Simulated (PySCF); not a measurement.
PySCF input (BP86/def2-SVP):

```python
from pyscf import gto, dft

mol = gto.M(
    atom='''
    Bi    0.11208710   -0.62633752    0.77367491
    I     2.05489889    0.86234499   -0.61513851
    I    -2.23043152    0.11852320   -0.59646559
    ''',
    basis='def2-svp',
    ecp='def2-svp',
    charge=0,
    spin=1,
    verbose=4,
)

mf = dft.UKS(mol, xc='bp86')
mf.grids.level = 3
mf.conv_tol = 1e-9
mf.max_cycle = 100
mf.max_memory = 1500
mf.kernel()
if not mf.converged:
    mf = mf.newton()
    mf.kernel(mf.make_rdm1())
mo, _, stable, _ = mf.stability(return_status=True)
if not stable:
    mf.kernel(mf.make_rdm1(mo, mf.mo_occ))
    stable = mf.stability(return_status=True)[2]
mf.dip_moment()
```

Q: Predict the final energy.

A: -810.54525 Eh.
